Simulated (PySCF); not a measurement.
**Nb³⁺: interval between two levels**

Nb³⁺ [Kr] 4d2 [3F4, M_J = 4] → Nb³⁺ [Kr] 4d1 5s1 [3D3, M_J = 3], as a difference of total energies. Calculation: PySCF 2.14, in x2c-TZVPall-2c; the two-component X2C-1e Hamiltonian. Correlated levels: [Ar] 3d10 frozen; the 6 highest virtual spinors dropped. "Screened" scales the spin-orbit matrix elements by Boettger's factors to mimic the two-electron term; Breit and QED terms are absent.

| method | interval between two levels (cm⁻¹) |
| --- | --- |
| GHF (spin-free) | 54872 |
| GMP2 (spin-free) | 51812 |
| GHF (screened spin-orbit) | 54602 |
| GMP2 (screened spin-orbit) | 51539 |

The labels give the starting determinants; with spin-orbit coupling the two ends relaxed to ⟨J²⟩ = 20.01, ⟨L²⟩ = 12.03, ⟨S²⟩ = 2.00 and ⟨J²⟩ = 12.01, ⟨L²⟩ = 6.01, ⟨S²⟩ = 2.01.
